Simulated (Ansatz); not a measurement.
```xyz
11

F     0.832   -2.001   -1.963
Ge    0.209   -1.777   -0.354
C     0.770   -0.218    1.331
B    -0.260    0.007    0.327
Si   -1.023    1.574   -0.629
H     0.778   -2.998    0.396
H     1.015   -1.153    1.841
H     1.397    0.599    1.691
H    -0.786    1.486   -2.096
H    -2.496    1.631   -0.415
H    -0.436    2.849   -0.129
```

Total charge 0; spin multiplicity 1.

Q: List the r2SCAN/def2-TZVPP orbital energies in eV (Ansatz 0.2.0). (Best estimate.)

A: The calculation gave: Occupied: -10835.50, -1790.61, -1350.53, -1200.64, -1200.58, -1200.54, -665.84, -273.63, -180.49, -168.73, -141.12, -118.56, -118.43, -118.27, -95.97, -95.97, -95.95, -32.30, -31.76, -31.68, -31.67, -31.55, -29.87, -18.72, -14.56, -13.85, -12.10, -11.57, -10.62, -10.34, -9.69, -8.83, -8.71, -8.25, -7.57, -6.52. Lowest empty: -2.50, -1.98, -0.70, -0.03, 0.89, 1.04, 1.47, 1.70.
